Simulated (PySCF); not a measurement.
TaCl4, SMILES [Cl][Ta+]([Cl])([Cl])[Cl], charge +1, multiplicity 1.

Geometry: PBE-D3(BJ)/def2-SVP. The spin state was assumed, not searched. The isomer is the one that the SMILES or the coordinates give; other isomers of the formula were not compared. The def2 effective core potentials stand for the cores of Ta; spin–orbit coupling is left out.

Two levels are set side by side: TDDFT-PBE/def2-SVPD (PySCF) and TDDFT-CAM-B3LYP/def2-SVPD (PySCF). Vertical, same geometry. The lowest singlet is HOMO−1→LUMO 67 %, HOMO−1→LUMO+1 33 % with PBE and HOMO−2→LUMO 98 % with the other functional; states are paired by order. Differences are taken from unrounded values.

```json
[
 {"quantity": "lowest singlet excitation (eV)", "TDDFT-PBE": "4.25"},
 {"quantity": "lowest triplet excitation (TDA) (eV)", "TDDFT-PBE": "4.02"}
]
```

**Question.** These are the TDDFT-PBE values. What does TDDFT-CAM-B3LYP give? (The exact figures need the calculation; the answer reports its results.)

**Answer.** 
| quantity | TDDFT-CAM-B3LYP | TDDFT-PBE minus TDDFT-CAM-B3LYP |
|---|---|---|
| lowest singlet excitation (eV) | 4.90 | -0.64 |
| lowest triplet excitation (TDA) (eV) | 4.60 | -0.58 |

Functionals without exact exchange tend to place singlet excitations lower, as here. Differences between two approximate levels are no errors against the true value.

Rough cost on one machine, each run with all the roots and properties that it gave: TDDFT-CAM-B3LYP against TDDFT-PBE about 7 times.
